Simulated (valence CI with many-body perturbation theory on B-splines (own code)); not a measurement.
Missing levels of Sn19+

Level of theory: relativistic CI+MBPT: three valence electrons over a frozen Dirac-Fock core [Ar] 3d10, radial functions for each j: 11 s, 11 p, 9 d, 7 f, 5 g, 2 h, 1 i, with the one-electron correlation potential Σ1 (screened to all orders), the two-electron term Σ2, the three-electron term Σ3, Breit, model QED; selected single and double excitations, second order for the rest (own B-spline code, finite nucleus).

No measured levels were compared; by estimate levels hold to about 250 cm⁻¹ or 0.2 % of their energy and the worst to 1 %, as in measured heavy ions of charge 2 to 7; those with d or f electrons hold less well.

| Level | E (eV) |
| --- | --- |
| 4s²4p ²P°_1/2 | 0.00 |
| 4s²4p ²P°_3/2 | ? |
| 4s4p² ⁴P_1/2 | 40.79 |
| 4s4p² ⁴P_3/2 | 47.43 |
| 4s4p² ⁴P_5/2 | 50.83 |
| 4s4p² ²D_3/2 | ? |
| 4s4p² ²P_1/2 | ? |
| 4s4p² ²D_5/2 | 62.01 |
| 4s4p² ²S_1/2 | 72.28 |
| 4s4p² ²P_3/2 | 73.29 |
| 4s²4d ²D_3/2 | ? |
| 4s²4d ²D_5/2 | 90.48 |
| 4p³ ²P°_3/2 [a] | 101.71 |
| 4p³ ⁴S°_3/2 | 109.36 |
| 4p³ ²D°_5/2 | 110.00 |
| 4p³ ²P°_1/2 | 116.34 |
| 4s4p4d ⁴F°_3/2 | 120.37 |
| 4s4p4d ⁴F°_5/2 | ? |
| 4p³ ²P°_3/2 [b] | 123.70 |
| 4s4p4d ⁴F°_7/2 | ? |

Names give the largest LS component (configuration and term), which can be under half, so a name can repeat, a term be missing and a line seem to break the LS rules; names also repeat where a configuration has a term twice. Letters in brackets count levels of one name in rising energy.

(1) The levels stand in rising order. What does the calculation give for the missing energies?

Answers

(1) 4s²4p ²P°_3/2 10.97; 4s4p² ²D_3/2 57.18; 4s4p² ²P_1/2 61.36; 4s²4d ²D_3/2 88.57; 4s4p4d ⁴F°_5/2 122.48; 4s4p4d ⁴F°_7/2 125.96.
